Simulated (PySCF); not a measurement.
CCl3NOSi. Atoms are numbered in the order given.

```xyz
7

O      0.0000     0.0000     3.7357
C      0.0000     0.0000     2.5736
N      0.0000     0.0000     1.3736
Si     0.0000     0.0000    -0.3133
Cl     1.6624     0.9598    -0.9913
Cl    -1.6624     0.9598    -0.9913
Cl     0.0000    -1.9196    -0.9913
```

Coordinates come from a PBE0-D3(BJ)/def2-SVP optimisation. The values are those of a single conformer.

The numbers are results of PySCF with PBE/def2-TZVP, not measurements.

Atomic charges (e):

| atom | IAO | Löwdin |
|---|---|---|
| O1 | -0.31 | 0.24 |
| C2 | 0.52 | -0.35 |
| N3 | -0.58 | 0.09 |
| Si4 | 1.15 | -0.89 |
| Cl5 | -0.26 | 0.31 |
| Cl6 | -0.26 | 0.31 |
| Cl7 | -0.26 | 0.31 |

Computed Mayer and Wiberg (Löwdin basis) orders of the bonds:
```json
[
 {"bond": "O1–C2", "Mayer": "2.16", "Wiberg": "2.86"},
 {"bond": "C2–N3", "Mayer": "2.00", "Wiberg": "2.42"},
 {"bond": "N3–Si4", "Mayer": "1.19", "Wiberg": "1.36"},
 {"bond": "Si4–Cl5", "Mayer": "1.25", "Wiberg": "1.88"},
 {"bond": "Si4–Cl6", "Mayer": "1.25", "Wiberg": "1.88"},
 {"bond": "Si4–Cl7", "Mayer": "1.25", "Wiberg": "1.88"}
]
```
